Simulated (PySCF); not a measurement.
In(F)3 anion (F3In), SMILES [F][In]([F])[F] (connectivity only; charge and spin as stated), charge -1, multiplicity 2.

The structure is a stationary point at B3LYP-D3(BJ)/def2-SVPD. The spin state was assumed, not searched. The isomer is the one that the SMILES or the coordinates give; other isomers of the formula were not compared. The def2 effective core potentials stand for the cores of In; spin–orbit coupling is left out.

Two levels are set side by side: PBE/def2-TZVPD (PySCF) and CAM-B3LYP/def2-TZVPD (PySCF). Same geometry, gas phase. Differences are taken from unrounded values.

| quantity | CAM-B3LYP | PBE | PBE minus CAM-B3LYP |
|---|---|---|---|
| α-spin orbital gap (eV) | 7.17 | 3.84 | -3.33 |
| β-spin orbital gap (eV) | 8.39 | 3.34 | -5.05 |
| mean polarisability (bohr³) | 55.1 | 64.3 | 9.1 |

PBE's more diffuse valence density responds more strongly to a field. Differences between two approximate levels are no errors against the true value.

Rough cost on one machine, each run with all the roots and properties that it gave: CAM-B3LYP against PBE within a factor of 2.
